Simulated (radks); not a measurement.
Question: The table gives one normalised radial function P(r) = r R(r) of Be3+ in 1s0.75 2p0.25 (r in bohr). Calculated with a radial shooting solver on a logarithmic mesh with Libxc functionals: scalar-relativistic Kohn-Sham, PBE, spin-unpolarised, spherical densities, point nucleus; without spin polarisation the odd electron is poorly described.

r            P
0.03648  0.5064
0.04865  0.6430
0.06489  0.8030
0.08654  0.9811
0.1154   1.1642
0.154    1.3290
0.2053   1.4408
0.2761   1.4576
0.3682   1.3443
0.4911   1.0993
0.655    0.7674
0.8736   0.4345
1.165    0.1861
1.554    0.0551
2.089    0.0094
2.787    0.0009
3.717    0.0000
4.957    0.0000

Which n and l does it have? It may be an empty orbital.

Answer: n = 1, l = 0: the number of nodes gives n - l - 1 = 0, the rise at small r (about r^(l+1)) gives l, and the extent must fit the shell. The curve is that of 1s. 1s: eigenvalue -194.12 eV, 0 radial nodes, <r> = 0.378 bohr, 90 % of the charge inside 0.673 bohr.
